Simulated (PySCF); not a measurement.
## Broadened absorption spectrum of C6H4O2

Species: C6H4O2.
SMILES: `C([C@@H]1C=COC1=O)#C`

Computed, not measured: TDDFT PBE0/def2-SVPD, vertical, gas phase, core orbitals frozen in the response in PySCF 2.14.0, density-fitted response routines. Isolated species at its GFN2-xTB geometry, gas phase.

Broadening: Gaussians 0.4 eV wide at half height, area fixed by f = 4.319×10⁻⁹ ∫ε dν̃. The width is an assumption, not a result. The curve ends short of the highest state used, and states not computed would add to its high-energy end.

(E (eV), ε (L mol⁻¹ cm⁻¹)): (4.74, 0), (4.79, 1), (4.84, 2), (4.89, 4), (4.94, 9), (4.99, 17), (5.04, 33), (5.09, 60), (5.14, 107), (5.19, 185), (5.24, 317), (5.28, 480), (5.33, 783), (5.38, 1216), (5.43, 1778), (5.48, 2425), (5.53, 3064), (5.58, 3574), (5.63, 3837), (5.68, 3788), (5.73, 3439), (5.78, 2876), (5.83, 2228), (5.88, 1624), (5.93, 1155), (5.98, 859), (6.03, 727), (6.08, 719), (6.13, 782), (6.18, 867)

(1) Locate the maxima and give the states behind the curve.

(2) On this curve, what absorbance would a 10⁻³ mol/L sample give at 248 nm over a 1 cm path?

(3) Coming from long wavelengths, where does ε first pass 100 L mol⁻¹ cm⁻¹?

Results:

(1) 220 nm (5.65 eV), ε about 3900, made up of S2 (99%) (ε in L mol⁻¹ cm⁻¹; maxima over ε = 5, shares over 10%). At its high-energy end, 6.18 eV, the curve is still rising (ε about 870, from S3 and S4). The states used: S1 5.34 eV (f 0.0019); S2 5.65 eV (f 0.057); S3 6.20 eV (f 0.0083); S4 6.34 eV (f 0.0061); S5 6.62 eV (f 0.0028); S6 6.78 eV (f 0.085).

(2) 248 nm is 4.999 eV, where ε is about 20 L mol⁻¹ cm⁻¹, so A = ε c l ≈ 0.02 (Beer–Lambert, with the gas-phase spectrum and the assumed width).

(3) At about 241 nm (5.14 eV), 0.20 eV below S1.
